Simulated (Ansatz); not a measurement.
OsO4. The state is a singlet with charge 0. Geometry relaxed at PBE0-D4/def2-SVP.

```xyz
5

Os    0.000    0.000    0.000
O     0.860   -0.390    1.405
O     0.987   -0.246   -1.353
O    -0.477    1.623    0.063
O    -1.370   -0.987   -0.115
```

In the def2 sets Os takes a core potential; there is no spin–orbit coupling. The restricted singlet is unstable towards broken spin symmetry in Hartree–Fock (as tested in another run); at PBE0-D4/def2-SVP this wasn't settled.

Question: Estimate the harmonic wavenumbers at RKS PBE0-D4/def2-SVP (Ansatz, unscaled). Is this a minimum?

Answer: 343, 343, 343, 349, 349, 1022, 1022, 1022, 1045 cm⁻¹. Yes, no mode is imaginary beyond noise. Zero-point energy 34.9 kJ/mol. It took 44 s on 2 threads of Arm Neoverse V2 on a shared host.
